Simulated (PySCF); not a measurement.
Record of a relaxation.

Species: C4H3BrS.
SMILES with atom numbers: `[S:1]=[C:2]=[CH:3]/[CH:4]=[CH:5]/[Br:6]` (hydrogens: H7 on C3; H8 on C4; H9 on C5)

Method: PBE0-D3(BJ)/def2-SVP geometry optimisation, gas phase (PySCF); density fitting, grid level 1; the optimiser is geomeTRIC in internal coordinates, started from a GFN2-xTB structure with every atom displaced at random (about 0.01 Å). The frame can shift and turn from step to step; on so coarse a grid that alone can change the energy by a few meV, and forces under 0.02 eV/Å are noise.

Step 0: E = -85044.8598 eV, largest atomic force 2.701 eV/Å
```
atom  x, y, z in Å  |  force x, y, z in eV/Å
S1     -2.744    1.791   -1.028   -1.419   1.426  -1.037
C2     -1.783    0.844   -0.331    0.232  -0.391   0.268
C3     -0.964    0.030    0.256    2.606  -0.575   0.417
C4      0.521    0.105    0.123   -2.607   0.441  -0.329
C5      1.308   -0.752    0.733    1.453  -0.549   0.546
Br6     3.182   -0.637    0.554   -0.075  -0.114   0.066
H7     -1.339   -0.748    0.900   -0.453  -0.444   0.353
H8      0.894    0.890   -0.513    0.370   0.355  -0.310
H9      0.983   -1.539    1.408   -0.107  -0.150   0.026
```

Step 1: E = -85044.8242 eV, largest atomic force 1.663 eV/Å
```
atom  x, y, z in Å  |  force x, y, z in eV/Å
S1     -2.372    2.500   -0.437    0.158  -0.051   0.101
C2     -1.419    1.443    0.196   -0.168   0.313   0.148
C3     -0.598    0.545    0.725   -1.221  -0.451  -0.491
C4      0.346   -0.151   -0.114    1.439   0.423   0.718
C5      1.119   -1.133    0.390   -0.747  -0.407  -0.009
Br6     2.405   -2.005   -0.629    0.272  -0.133  -0.073
H7     -0.925    0.083    1.671    0.300   0.293   0.046
H8      0.620    0.309   -1.069   -0.271  -0.228  -0.131
H9      0.917   -1.594    1.374    0.239   0.241  -0.309
```

Step 2: E = -85044.8730 eV, largest atomic force 1.406 eV/Å
```
atom  x, y, z in Å  |  force x, y, z in eV/Å
S1     -2.409    2.546   -0.383    0.069  -0.013   0.087
C2     -1.451    1.466    0.196    0.200   0.093  -0.047
C3     -0.619    0.554    0.684   -0.892  -0.721  -0.268
C4      0.356   -0.171   -0.108    1.125   0.784   0.312
C5      1.137   -1.148    0.390   -0.792  -0.312   0.098
Br6     2.439   -2.030   -0.611    0.125   0.010  -0.037
H7     -0.938    0.111    1.638    0.225   0.221   0.153
H8      0.634    0.271   -1.070   -0.250  -0.196  -0.178
H9      0.945   -1.601    1.372    0.191   0.132  -0.119
```

Step 3: E = -85044.9520 eV, largest atomic force 0.883 eV/Å
```
atom  x, y, z in Å  |  force x, y, z in eV/Å
S1     -2.390    2.589   -0.321   -0.033   0.024   0.006
C2     -1.460    1.455    0.193    0.217   0.066  -0.018
C3     -0.647    0.511    0.644   -0.621  -0.348  -0.192
C4      0.366   -0.172   -0.137    0.528   0.526   0.473
C5      1.117   -1.149    0.398   -0.263  -0.224  -0.292
Br6     2.464   -2.010   -0.570    0.104  -0.043   0.024
H7     -0.915    0.106    1.631    0.166   0.106   0.041
H8      0.624    0.238   -1.120   -0.177  -0.165  -0.042
H9      0.935   -1.571    1.389    0.078   0.058   0.000
```

Step 4: E = -85044.9850 eV, largest atomic force 0.407 eV/Å
```
atom  x, y, z in Å  |  force x, y, z in eV/Å
S1     -2.309    2.598   -0.399   -0.009  -0.025  -0.048
C2     -1.445    1.438    0.171   -0.139   0.257   0.202
C3     -0.694    0.478    0.683   -0.163  -0.211  -0.149
C4      0.352   -0.158   -0.088    0.406   0.028  -0.002
C5      1.116   -1.159    0.375   -0.075  -0.120   0.060
Br6     2.486   -1.975   -0.607   -0.054   0.085  -0.020
H7     -0.948    0.124    1.692    0.096   0.047  -0.066
H8      0.552    0.248   -1.084   -0.057  -0.048  -0.047
H9      0.983   -1.595    1.365   -0.003  -0.013   0.070
```

Step 5: E = -85044.9983 eV, largest atomic force 0.137 eV/Å
```
atom  x, y, z in Å  |  force x, y, z in eV/Å
S1     -2.334    2.615   -0.357   -0.011  -0.030  -0.025
C2     -1.454    1.449    0.175    0.003   0.094   0.100
C3     -0.694    0.474    0.650   -0.072  -0.022  -0.101
C4      0.373   -0.157   -0.100   -0.079   0.000   0.091
C5      1.105   -1.166    0.392    0.098  -0.003  -0.080
Br6     2.484   -1.959   -0.594    0.048  -0.070   0.015
H7     -0.923    0.120    1.662    0.004   0.012   0.023
H8      0.570    0.216   -1.108    0.023  -0.001  -0.005
H9      0.967   -1.594    1.388   -0.014   0.020  -0.018
```

Step 6: E = -85044.9988 eV, largest atomic force 0.104 eV/Å
```
atom  x, y, z in Å  |  force x, y, z in eV/Å
S1     -2.360    2.619   -0.314   -0.016  -0.013  -0.007
C2     -1.462    1.454    0.190    0.064   0.012   0.019
C3     -0.691    0.472    0.630   -0.061   0.034  -0.069
C4      0.378   -0.151   -0.126   -0.011  -0.034   0.034
C5      1.107   -1.158    0.379    0.074  -0.067   0.029
Br6     2.501   -2.002   -0.540   -0.039   0.048  -0.032
H7     -0.902    0.109    1.644   -0.007   0.003   0.025
H8      0.577    0.219   -1.135    0.005   0.003   0.010
H9      0.944   -1.564    1.380   -0.009   0.015  -0.009
```

Step 7: E = -85045.0009 eV, largest atomic force 0.043 eV/Å
```
atom  x, y, z in Å  |  force x, y, z in eV/Å
S1     -2.349    2.619   -0.336   -0.009  -0.013  -0.005
C2     -1.458    1.456    0.185    0.031   0.025   0.018
C3     -0.696    0.473    0.638   -0.016  -0.029  -0.022
C4      0.374   -0.156   -0.111   -0.011  -0.004  -0.001
C5      1.110   -1.163    0.384    0.018  -0.008   0.014
Br6     2.497   -1.983   -0.567   -0.014   0.012  -0.011
H7     -0.916    0.118    1.653   -0.002   0.008   0.007
H8      0.573    0.216   -1.120    0.005   0.003   0.002
H9      0.959   -1.580    1.382   -0.004   0.006  -0.003
```

Step 8: E = -85045.0012 eV, largest atomic force 0.021 eV/Å
```
atom  x, y, z in Å  |  force x, y, z in eV/Å
S1     -2.342    2.620   -0.343   -0.003  -0.009  -0.001
C2     -1.455    1.457    0.184    0.004   0.018   0.011
C3     -0.700    0.469    0.640    0.001  -0.007  -0.001
C4      0.371   -0.159   -0.108    0.001  -0.006  -0.003
C5      1.111   -1.163    0.385    0.000   0.002   0.007
Br6     2.495   -1.977   -0.575    0.001   0.000  -0.004
H7     -0.920    0.118    1.656   -0.002   0.002  -0.003
H8      0.571    0.215   -1.116   -0.001   0.000   0.000
H9      0.964   -1.582    1.384    0.000   0.002  -0.004
```

**Question.** Summarise the path.

**Answer.** The energy falls by 3.26 kcal/mol from step 0 to step 8; nine tenths of that is first reached at step 5. It rises by more than 0.2 meV at step 1. The largest force goes from 2.701 to 0.021 eV/Å. Among the bonds C3–C4 changes most, from 1.492 to 1.449 Å; the atoms move by 0.030 Å rms after alignment.

**Question.** Follow the three bonds and two angles with the largest change from start to end.

**Answer.** 
```csv
step,E above end (kcal/mol),largest force (eV/Å),C3–C4 (Å),S1=C2 (Å),C2=C3 (Å),C2–C3–H7 (°),C4–C3–H7 (°)
0,3.26,2.701,1.492,1.518,1.296,120.3,115.9
1,4.08,1.663,1.442,1.557,1.327,116.3,119.4
2,2.96,1.406,1.450,1.555,1.328,114.4,117.9
3,1.13,0.883,1.450,1.554,1.325,114.7,118.7
4,0.37,0.407,1.447,1.554,1.323,117.3,121.0
5,0.07,0.137,1.448,1.555,1.324,116.6,119.4
6,0.06,0.104,1.450,1.555,1.324,116.1,118.8
7,0.01,0.043,1.450,1.555,1.324,116.2,119.0
8,0.00,0.021,1.449,1.555,1.324,116.3,119.2
```

The cost below is that of the whole optimisation. Hardware: one thread, Arm Neoverse V1 (aarch64), no GPU, on a shared host. Cost: 57 s wall, 0.50 GiB resident at most.
